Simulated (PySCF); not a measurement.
From one molecule to another.

First species: C9H7N.
Bonds: C1–C2 (aromatic), C2–C3 (aromatic), C3–C4 (aromatic), C4–N5 (aromatic), N5–C6 (aromatic), C6–C7 (aromatic), C7–C8 (aromatic), C8–C9 (aromatic), C9–C10 (aromatic), C1–C10 (aromatic), C4–C9 (aromatic). Hydrogens: H11 on C1; H12 on C2; H13 on C3; H14 on C6; H15 on C7; H16 on C8; H17 on C10.

Second species: C7H8N4.
InChI=1S/C7H8N4/c1-11-9-6(4-8)7(10-11)5-2-3-5/h5H,2-3H2,1H3

Levels: PBE0/pcSseg-1 for dipole moment, HOMO energy, LUMO energy and HOMO–LUMO gap; GFN2-xTB for rotational constant A and rotational constant C. Geometries: GFN2-xTB. Each species is one conformer at its optimised geometry, gas phase, non-relativistic unless stated; the electronic structure was computed with PySCF and density fitting.

Dipoles, sizes and rotational constants follow the conformer. The torsions of the flexible species, by atom-mapped SMILES:
- `[CH3:1][n:2]1[n:3][c:4]([C:5]#[N:6])[c:7]([CH:8]2[CH2:9][CH2:10]2)[n:11]1`: C4–C7–C8–C9 -145°

```json
{"property": "dipole moment", "column X": "4.95 D", "column Y": "2.07 D"}
{"property": "HOMO energy", "column X": "-7.45 eV", "column Y": "-6.88 eV"}
{"property": "LUMO energy", "column X": "-1.07 eV", "column Y": "-1.59 eV"}
{"property": "HOMO–LUMO gap", "column X": "6.38 eV", "column Y": "5.29 eV"}
{"property": "rotational constant A", "column X": "1.307 GHz", "column Y": "3.197 GHz"}
{"property": "rotational constant C", "column X": "0.625 GHz", "column Y": "0.918 GHz"}
```

Q: Which column belongs to which species?

A: Column X is the second species and column Y the first. The first has 17 atoms and 68 electrons, the second 19 and 78.

Q: How does each property change from the first species to the second?

A: dipole moment +2.88 D; HOMO energy -0.57 eV; LUMO energy +0.52 eV; HOMO–LUMO gap +1.09 eV; rotational constant A -1.890 GHz; rotational constant C -0.293 GHz.

On the first: The dipole equals about 6.9 × 10⁻³⁰ C·m (1 D = 3.33564 × 10⁻³⁰ C·m). A dipole of 2.07 D is allowed in Cs, and pure rotational transitions are dipole-allowed.

On the second: In atomic units the dipole is 1.95 e·bohr (1 au = 2.5417 D).
